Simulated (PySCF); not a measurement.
Orbital gap (eV) of eight silicon and germanium compounds: PBE beside M06-2X, computed with PySCF for isolated molecules in the bases named; differences from unrounded values. The eight are the first of their class met in an unordered collection, after screening for sound electronic states; none was chosen by its value. Each molecule has one DFT geometry for both levels.

```tsv
molecule	basis	M06-2X	PBE	difference
AsH5Si, SMILES [SiH3][AsH2]	def2-TZVPD	8.79	5.68	-3.12
C2H9NOSi, SMILES [Si@@H](N)(CC)O	def2-TZVP	10.57	6.19	-4.38
methyl(silylsulfanyl)silane (CH₈SSi₂), SMILES C[SiH2]S[SiH3]	def2-TZVP	9.21	5.29	-3.92
GeF2ClBr, SMILES [F][Ge]([F])([Cl])[Br]	def2-TZVP	9.75	4.87	-4.88
C2H6ClFSi2, SMILES C(/[SiH2]F)=C(\[SiH3])Cl	def2-TZVP	8.54	4.43	-4.12
CH5FO2Si2, SMILES O=C(O)[Si@@H](F)[SiH3]	def2-TZVP	9.38	4.50	-4.88
Ge(Cl)3(SiH3) (Cl3GeH3Si), SMILES [SiH3][Ge]([Cl])([Cl])[Cl]	def2-TZVP	9.16	4.84	-4.33
FH₆NSi₂, SMILES N[SiH2][SiH2]F	def2-TZVP	8.50	4.39	-4.12
```

PBE lies below M06-2X in 8 and above it in 0 of the eight; the mean signed difference is -4.22 and the largest -4.88 eV.
